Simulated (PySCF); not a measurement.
In(Br)(Me)(OEt) (C3H8BrInO), SMILES CC[O][In]([CH3])[Br].

Geometry optimised at PBE-D3(BJ)/def2-SVP. The def2 effective core potentials stand for the cores of In; spin–orbit coupling is left out. The values are those of a single conformer.

These are PBE-D3(BJ)/def2-SVP run with PySCF 2.14.0 values and carry that method's errors.

Frequencies are harmonic and unscaled.

| mode | ν (cm⁻¹) | IR (km/mol) | moving atoms (share of kinetic energy) |
|---|---|---|---|
| 1 | 28 | 0.3 | C 41 %, H 37 %, Br 9 % |
| 2 | 35 | 0.0 | H 90 % |
| 3 | 53 | 1.2 | C 43 %, H 27 %, O 15 % |
| 4 | 62 | 2.0 | C 39 %, H 22 %, In 18 %, Br 14 % |
| 5 | 79 | 2.4 | C 49 %, H 22 %, Br 14 %, In 13 % |
| 6 | 104 | 5.7 | In 34 %, C 30 %, O 18 %, H 15 % |
| 7 | 176 | 4.5 | H 34 %, O 30 %, C 24 %, Br 10 % |
| 8 | 242 | 34.0 | Br 54 %, In 37 % |
| 9 | 288 | 4.4 | H 78 %, C 12 % |
| 10 | 431 | 9.6 | O 35 %, C 34 %, H 31 % |
| 11 | 471 | 6.8 | C 60 %, O 19 %, H 15 % |
| 12 | 515 | 49.1 | O 54 %, C 19 %, In 18 %, H 10 % |
| 13 | 692 | 19.8 | H 85 %, C 14 % |
| 14 | 714 | 62.7 | H 84 %, C 15 % |
| 15 | 779 | 0.6 | H 91 % |
| 16 | 879 | 21.8 | H 46 %, C 36 %, O 18 % |
| 17 | 1058 | 37.8 | C 60 %, H 34 % |
| 18 | 1089 | 153.0 | C 48 %, O 28 %, H 24 % |
| 19 | 1122 | 10.1 | H 76 %, C 21 % |
| 20 | 1125 | 3.2 | H 61 %, C 36 % |
| 21 | 1251 | 0.7 | H 91 % |
| 22 | 1319 | 28.4 | H 81 %, C 19 % |
| 23 | 1347 | 50.9 | H 73 %, C 26 % |
| 24 | 1375 | 2.9 | H 95 % |
| 25 | 1376 | 2.6 | H 95 % |
| 26 | 1403 | 7.7 | H 97 % |
| 27 | 1413 | 4.2 | H 96 % |
| 28 | 1437 | 4.7 | H 92 % |
| 29 | 2872 | 97.5 | H 94 % |
| 30 | 2943 | 7.2 | H 94 % |
| 31 | 2951 | 42.6 | H 94 % |
| 32 | 2997 | 1.2 | H 98 % |
| 33 | 3034 | 47.1 | H 91 %, C 9 % |
| 34 | 3067 | 15.4 | H 91 %, C 9 % |
| 35 | 3118 | 0.1 | H 90 %, C 10 % |
| 36 | 3126 | 0.2 | H 90 %, C 10 % |
